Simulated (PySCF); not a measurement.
OPb, SMILES [O]=[Pb] (connectivity only; charge and spin as stated), neutral, multiplicity 1.

Geometry: B3LYP-D3(BJ)/def2-TZVP. The def2 effective core potentials stand for the cores of Pb; spin–orbit coupling is left out.

Method: IEF-PCM-ωB97X/def2-TZVPD run with PySCF.

The values are the electrostatic part of the solvation free energy, E(continuum) − E(gas) at the gas-phase geometry, in a cavity of scaled van der Waals radii (PySCF's table); cavitation and dispersion terms are not included. A continuum can't describe solvent molecules that bind to the metal. In vacuum the orbital gap is 9.07 eV. The dipole moment in vacuum is 5.20 D.

```tsv
solvent	ε	ΔG(elec) (kcal/mol)	dipole (D)	gap (eV)
water	78.36	-18.3	8.00	9.69
acetone	20.49	-17.1	7.81	9.64
chlorobenzene	5.70	-13.4	7.23	9.51
```
